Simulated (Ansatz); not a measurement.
Frontier orbitals of `[SiH3][N]([SiH3])[Mg][N]([SiH3])[SiH3]`.

```xyz
19

Si   -0.493   -0.261    3.251
N    -1.007   -0.009    1.639
Si   -2.572    0.310    1.057
Mg   -0.001   -0.001    0.000
N     1.006    0.005   -1.640
Si    0.490    0.237   -3.254
Si    2.575   -0.286   -1.054
H    -0.773    0.912    4.129
H    -1.150   -1.444    3.880
H     0.979   -0.498    3.260
H    -2.339    0.429   -0.443
H    -3.189    1.593    1.494
H    -3.578   -0.773    1.245
H    -0.984    0.464   -3.265
H     1.140    1.416   -3.896
H     0.777   -0.944   -4.120
H     2.343   -0.394    0.448
H     3.565    0.810   -1.252
H     3.211   -1.564   -1.479
```

The species carries charge 0 and has multiplicity 1. Correlated methods include outer-core shells of Mg, which these sets cover unevenly. All single points use the PBE0-D4/def2-TZVP geometry. It is one conformer, not always the lowest. Basis def2-TZVPP, the Gaussian-basis code of Ansatz.

Orbital energies of one run (eV). Highest occupied ones, from the top: -6.17, -6.28, -7.11, -7.36, -8.07, -8.18, -8.18, -8.32, -9.08, -9.11, -9.24, -9.35, -9.66, -10.13. Empty: -2.28, -0.83, -0.67, -0.51, -0.25, -0.11.

Which functional gave them?
A. PBE
B. ωB97X-V
C. r2SCAN0
D. BHLYP

A. HOMO energies: PBE -6.17, BHLYP -8.56, ωB97X-V -9.75, r2SCAN0 -7.60 eV.
